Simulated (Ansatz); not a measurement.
`[CH3][Ge][OH]` + H₂O → `[OH][Ge][OH]` + CH₄ at 500 K and 1 bar (formal hydrolysis of a Ge–C bond).

Computed with Ansatz on PBE0-D4/def2-TZVP structures; ΔE is electronic, products minus reactants. CBS: MP2 limit from def2 TZ/QZ plus the TZ coupled-cluster correction, frozen cores. This one scheme is used for every species. For Ge outer-core shells are correlated without core-valence functions, which leaves a few kJ/mol of doubt a bond. Scalar relativity is left out up to krypton. One conformer a species, not always the lowest.

```csv
species,CCSD(T)/CBS energy (Eh),H − E (kJ/mol),S (J/(mol·K))
`[CH3][Ge][OH]`,-2191.75471,161.1,346.9
H₂O,-76.37941,73.2,206.3
`[OH][Ge][OH]`,-2227.71391,98.5,320.1
CH₄,-40.46206,135.6,206.8
```

H − E and S are ideal-gas, rigid-rotor, harmonic terms from PBE0-D4/def2-TZVP, for one conformer and one mirror image of each species. 1 Eh = 2625.50 kJ/mol, R = 8.31446 J/(mol·K).

Question: By hand: ΔE, ΔH, ΔS and ΔG.

Answer: ΔE = (-2227.71391) + (-40.46206) − (-2191.75471) − (-76.37941) = -0.04185 Eh = -109.9 kJ/mol. Δ(H − E) = 98.5 + 135.6 − 161.1 − 73.2 = -0.2, so ΔH = -110.1 kJ/mol. ΔS = 320.1 + 206.8 − 346.9 − 206.3 = -26.3 J/(mol·K). ΔG = -110.1 − 500 × (-26.3)/1000 = -96.9 kJ/mol.

Question: By hand: the equilibrium constant, and the temperature at which ΔG would vanish if ΔH and ΔS stayed fixed.

Answer: log₁₀ K = −ΔG/(RT ln 10) = 10.1. ΔG = 0 at ΔH/ΔS = 4186 K, far beyond where these terms or the molecules hold.

ΔH outweighs TΔS. A doubt of 5 kJ/mol in ΔE shifts log₁₀ K by 0.5 here. Other conformers and mirror images would add mixing entropy, several J/(mol·K) or more a flexible species. These are equilibria of isolated gas molecules and say nothing of rates. Largest T1 diagnostic: 0.015 (customary marks: 0.02 for closed shells, 0.045 for open ones).
